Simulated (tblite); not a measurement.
C2H12BNSi2.
Numbering: `[CH3:1][B:2]([CH3:3])[NH:4][SiH2:5][SiH3:6]` (hydrogens: H7, H8, H9 on C1; H10, H11, H12 on C3; H13 on N4; H14, H15 on Si5; H16, H17, H18 on Si6)

Computed with GFN2-xTB (tblite), gas phase: Langevin dynamics at 300 K from the optimised GFN2-xTB geometry, time step 0.5 fs, friction 0.01 fs⁻¹, 2000 steps. Over the second half of the run the saved frames average 264 K.

The optimised geometry, where the run starts:
```
atom  x, y, z in Å
C1     -0.846   -1.282    0.279
B2     -1.171    0.167   -0.280
C3     -2.615    0.506   -0.849
N4     -0.169    1.147   -0.274
Si5     1.487    1.061    0.281
Si6     2.651   -0.639   -0.762
H7     -1.740   -1.866    0.487
H8     -0.252   -1.247    1.190
H9     -0.263   -1.843   -0.451
H10    -2.980   -0.279   -1.508
H11    -3.334    0.579   -0.034
H12    -2.656    1.445   -1.398
H13    -0.442    2.048   -0.638
H14     1.998    2.409   -0.018
H15     1.460    0.950    1.752
H16     4.041   -0.246   -1.026
H17     2.094   -1.034   -2.063
H18     2.731   -1.870    0.033
```

t = 100 fs, T = 215 K, E(pot) 0.579 eV above the start
```
atom  x, y, z in Å  |  force x, y, z in eV/Å
C1     -1.051   -1.425    0.579    0.290   0.403   1.090
B2     -1.234    0.038   -0.040   -0.187  -1.232  -0.786
C3     -2.698    0.393   -0.529   -1.246   0.273   2.384
N4     -0.200    0.934   -0.321   -0.597   1.378   0.210
Si5     1.520    1.111    0.006   -0.576   0.781   0.350
Si6     2.718   -0.671   -0.796    0.069   0.025  -0.754
H7     -1.753   -2.151    0.186    0.050   0.007  -0.141
H8     -1.235   -1.403    1.684    0.068   0.083  -0.779
H9     -0.037   -1.801    0.476    0.021  -0.118  -0.112
H10    -3.491   -0.356   -0.365    0.669  -0.252  -0.388
H11    -3.039    1.139    0.230    0.217   0.125  -0.487
H12    -2.872    0.834   -1.471    0.196   0.418  -1.015
H13    -0.638    1.867   -0.513    0.750  -1.075  -0.113
H14     1.806    2.394   -0.706    0.076  -0.288  -0.095
H15     1.478    1.659    1.390    0.310  -0.364   0.025
H16     4.207   -0.625   -0.579   -0.616   0.115  -0.211
H17     2.295   -0.643   -2.269    0.547  -0.141   0.702
H18     2.337   -2.000   -0.333   -0.043  -0.139   0.121
```

t = 125 fs, T = 287 K, E(pot) 0.576 eV above the start
```
atom  x, y, z in Å  |  force x, y, z in eV/Å
C1     -1.027   -1.441    0.697   -0.788  -0.218  -0.342
B2     -1.231   -0.037   -0.026   -0.999  -0.445   0.593
C3     -2.783    0.311   -0.346   -0.527   2.327  -0.947
N4     -0.191    0.862   -0.347   -0.280  -0.619   0.346
Si5     1.507    1.106   -0.010    0.542  -0.726  -0.902
Si6     2.799   -0.675   -0.823   -0.309   0.206   0.473
H7     -1.612   -2.258    0.183    0.795   0.810   0.351
H8     -1.441   -1.429    1.709    0.160   0.104  -0.081
H9      0.013   -1.689    0.748    0.422  -0.471   0.107
H10    -3.562   -0.432   -0.195    0.462  -0.216   0.217
H11    -3.204    1.274    0.165    0.982  -1.522  -0.544
H12    -2.872    0.597   -1.439    0.128  -0.327   0.892
H13    -0.571    1.526   -0.980   -0.072   0.918  -0.359
H14     1.863    2.270   -0.861   -0.200   0.036   0.346
H15     1.919    1.248    1.382   -0.350   0.290   0.229
H16     4.191   -0.728   -0.419    0.314   0.168   0.300
H17     2.971   -0.776   -2.246   -0.168  -0.031  -0.651
H18     2.277   -1.944   -0.341   -0.111  -0.283  -0.026
```

t = 550 fs, T = 253 K, E(pot) 0.614 eV above the start
```
atom  x, y, z in Å  |  force x, y, z in eV/Å
C1      0.091   -1.624    1.066    1.032  -0.517  -1.806
B2     -0.496   -0.353    0.275   -0.571  -1.072   0.217
C3     -1.978   -0.483   -0.404    0.880  -0.243   0.228
N4      0.366    0.708   -0.007   -0.975   0.815  -0.394
Si5     2.053    0.935    0.308    0.557  -0.400  -1.542
Si6     2.958   -0.534   -1.379    0.693   0.265   1.320
H7      0.750   -2.115    0.299   -0.930   0.029  -0.256
H8     -0.598   -2.403    1.368   -0.101   0.264   0.263
H9      0.913   -1.523    1.744   -0.293   0.713   1.281
H10    -2.567    0.413   -0.326   -0.302   0.245   0.339
H11    -1.869   -0.631   -1.472    0.227  -0.103  -0.265
H12    -2.540   -1.353   -0.048    0.087   0.409   0.115
H13    -0.042    1.460   -0.578    0.213  -0.508   0.408
H14     2.264    2.351   -0.076    0.052  -0.122   0.266
H15     2.334    0.619    1.685    0.151   0.037   0.434
H16     4.422   -0.776   -1.297   -0.197   0.142   0.166
H17     2.812   -0.311   -2.775   -0.276   0.534  -0.955
H18     2.405   -1.865   -1.286   -0.246  -0.486   0.181
```

t = 575 fs, T = 354 K, E(pot) 0.683 eV above the start
```
atom  x, y, z in Å  |  force x, y, z in eV/Å
C1     -0.060   -1.615    1.177    2.740   0.129  -0.826
B2     -0.502   -0.471    0.194   -1.570  -0.363  -0.441
C3     -1.956   -0.375   -0.536    0.434   0.186  -0.040
N4      0.286    0.669    0.120    1.182  -0.211   0.116
Si5     2.056    0.838    0.242   -1.115   0.509   0.824
Si6     3.007   -0.451   -1.351   -0.058   0.602  -0.841
H7      0.416   -2.550    0.860   -0.676  -0.067  -0.801
H8     -0.782   -1.901    1.876   -0.858  -0.029   1.107
H9      0.860   -1.161    1.606   -0.778  -0.114   0.816
H10    -2.381    0.619   -0.449   -0.133   0.184   0.503
H11    -1.919   -0.474   -1.612    0.555  -0.300  -0.445
H12    -2.698   -1.097   -0.243   -0.170  -0.232   0.471
H13    -0.208    1.441   -0.262   -0.008   0.698  -0.397
H14     2.209    2.274   -0.051    0.041   0.036  -0.061
H15     2.463    0.767    1.668   -0.064  -0.145  -0.174
H16     4.436   -0.181   -1.333    0.295  -0.002  -0.088
H17     2.432    0.217   -2.579    0.350  -0.462   0.228
H18     2.871   -1.876   -1.508   -0.170  -0.420   0.049
```

t = 825 fs, T = 259 K, E(pot) 0.545 eV above the start
```
atom  x, y, z in Å  |  force x, y, z in eV/Å
C1     -0.400   -2.086    0.628    0.091   0.504   0.482
B2     -0.714   -0.593    0.091    0.317  -0.541  -1.680
C3     -2.130   -0.148   -0.465   -1.460   0.385  -0.193
N4      0.326    0.294   -0.289    0.242   0.065   0.987
Si5     1.938    0.496    0.389    0.120   0.380  -0.166
Si6     3.585   -0.250   -1.101    0.372   0.947   0.554
H7     -0.592   -2.852   -0.156    0.360   0.621   0.589
H8     -1.073   -2.323    1.471    0.307  -0.018  -0.377
H9      0.648   -2.144    1.021   -0.934  -0.263  -0.546
H10    -2.148    0.845   -0.928    0.442  -0.008   0.058
H11    -2.791   -0.718   -1.144    1.020  -0.476   0.121
H12    -2.812   -0.038    0.366   -0.165   0.102   0.754
H13     0.018    1.146   -0.738   -0.067  -0.138  -0.108
H14     2.089    1.966    0.813   -0.136  -0.730  -0.345
H15     1.902   -0.210    1.667    0.114  -0.076   0.140
H16     4.898    0.288   -0.581   -0.506  -0.035  -0.281
H17     3.440    0.233   -2.488    0.017  -0.151   0.161
H18     3.889   -1.657   -1.077   -0.134  -0.567  -0.151
```

t = 900 fs, T = 167 K, E(pot) 0.610 eV above the start
```
atom  x, y, z in Å  |  force x, y, z in eV/Å
C1     -0.357   -2.084    0.410    0.065  -1.062   1.876
B2     -0.635   -0.600    0.029   -1.058   0.975  -0.942
C3     -2.169   -0.251   -0.293   -1.024  -0.356  -0.474
N4      0.289    0.465   -0.136    0.408  -0.849   0.122
Si5     1.930    0.511    0.475    0.496   0.114  -0.434
Si6     3.678   -0.136   -1.016    0.529   0.056   0.469
H7     -0.138   -2.773   -0.403   -0.599   0.186  -0.223
H8     -1.206   -2.475    1.059    0.709   0.230  -1.208
H9      0.499   -2.266    1.064    0.286   0.430   0.045
H10    -2.413   -0.076   -1.330    0.698   0.149  -0.807
H11    -2.962   -0.991   -0.093    0.702  -0.150   0.626
H12    -2.526    0.663    0.145    0.130   0.495   0.650
H13     0.039    1.286   -0.674   -0.324  -0.256   0.284
H14     2.027    1.978    0.751    0.116  -0.335   0.127
H15     1.916   -0.330    1.683    0.039   0.215  -0.002
H16     5.090    0.237   -0.487   -1.049  -0.221  -0.302
H17     3.559    0.577   -2.298    0.022  -0.044   0.031
H18     3.826   -1.579   -1.382   -0.147   0.424   0.162
```

t = 1000 fs
```
atom  x, y, z in Å
C1     -0.104   -2.108    0.001
B2     -0.462   -0.609   -0.242
C3     -1.951   -0.368   -0.751
N4      0.402    0.480    0.025
Si5     2.016    0.615    0.745
Si6     3.566    0.259   -0.916
H7     -0.529   -2.712   -0.779
H8     -0.753   -2.439    0.859
H9      0.906   -2.316    0.270
H10    -2.147   -0.896   -1.714
H11    -2.693   -0.767   -0.012
H12    -2.308    0.651   -0.877
H13    -0.014    1.418   -0.093
H14     1.889    2.075    1.204
H15     1.933   -0.296    1.904
H16     4.870    0.258   -0.328
H17     3.475    1.292   -1.954
H18     3.347   -1.074   -1.410
```

**Question.** Estimate the potential energy and the forces of this last frame.

**Answer.** 0.406 eV above the start.

```tsv
atom	Fx (eV/Å)	Fy (eV/Å)	Fz (eV/Å)
C1	-1.361	-0.115	1.261
B2	-0.026	1.117	-0.056
C3	-1.105	-0.393	-0.018
N4	-0.408	0.356	0.077
Si5	-1.045	0.649	0.082
Si6	-0.633	0.343	0.301
H7	0.531	-0.397	-0.597
H8	0.682	0.325	-0.303
H9	0.539	-0.375	-0.194
H10	0.125	0.327	0.730
H11	0.659	-0.083	-0.553
H12	0.422	0.264	-0.184
H13	0.218	-0.908	-0.076
H14	0.293	-0.797	-0.042
H15	0.233	0.190	-0.034
H16	0.775	0.086	0.153
H17	0.103	-0.152	-0.076
H18	-0.003	-0.438	-0.472
```

The bond farthest from its length at the start is Si5–H14 (1.535 against 1.473 Å), and half the difference of its two atoms' forces along it is -0.76 eV/Å (positive lengthens). The largest atomic force is 1.86 eV/Å.

The cost below is that of the whole dynamics run. The run took 15 s of wall time on one thread of an Arm Neoverse V1, no GPU (shared host), and the process peaked at 0.18 GiB of memory.
